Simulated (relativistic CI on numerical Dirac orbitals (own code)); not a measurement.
# One change at a time: Tm XLI

Base calculation: Dirac-Coulomb-Breit CI, orbitals from a KLI potential per configuration, model QED, unscaled Slater integrals.

CI space (outside the closed core [Ar]): 3d10 4s, 3d10 4p, 3d10 4d, 3d10 4f, 3d10 5s, 3d10 5p, 3d10 5d, 3d10 5f, 3d10 5g, 3d10 6s, 3d10 6p, 3d10 6d, 3d9 4s2, 3d10 6f, 3d10 7s, 3d9 4s 4p, 3d10 8s, 3d9 4s 4d, 3d9 4s 4f, 3d9 4s 5s, 3d9 4s 5p, 3d9 4s 5d, 3d9 4s 5f. Double excitations out of closed p, d and f shells are left out; levels of such configurations are missing from the list, as are those of other unlisted configurations, and high levels can miss mixing partners.

Variants: (1) configuration mixing switched off. Shifts of the energy above 3d10 4s 2S_1/2, in eV, for the lowest level and the first level of each name with at least 55 % of one term (blank where a level changes its place among those of its configuration and J or its character, or is not in the variant):

```tsv
Level	Base	Δ(1)
3d10 4s 2S_1/2	0.00	0.00
3d10 4p 2P°_1/2	85.52	+0.21
3d10 4p 2P°_3/2	155.30	+0.19
3d10 4d 2D_3/2	289.76	-0.05
3d10 4d 2D_5/2	304.52	-0.06
3d10 4f 2F°_5/2	448.35	-0.05
3d10 4f 2F°_7/2	451.76	-0.06
3d10 5s 2S_1/2	783.74	-0.01
3d10 5p 2P°_1/2	825.18	-0.07
3d10 5p 2P°_3/2	857.72	-0.04
3d10 5d 2D_3/2	921.38	-0.09
3d10 5d 2D_5/2	928.48	-0.09
3d10 5f 2F°_5/2	992.03	-0.09
3d10 5f 2F°_7/2	994.05	-0.08
3d10 5g 2G_7/2	1025.15	-0.08
3d10 5g 2G_9/2	1025.95	-0.08
3d10 6s 2S_1/2	1172.37	-0.02
3d10 6p 2P°_1/2	1195.38	-0.08
3d10 6p 2P°_3/2	1213.23	-0.06
3d10 6d 2D_3/2	1248.38	-0.09
3d10 6d 2D_5/2	1252.37	-0.08
3d9 4s2 2D_5/2	1273.20	+0.04
```

At this charge energies of transitions that change n are usually good to better than 1 %, and those within a shell (Δn = 0) to a few per cent.

Ionisation energy from the two ground configurations alone: base 1944.73 eV. The NIST ASD value (semi-empirical) is 1945.2 eV.

LS names give the leading component of a level, which can be under half, so a name can repeat, a term be missing and a line seem to break the LS rules.
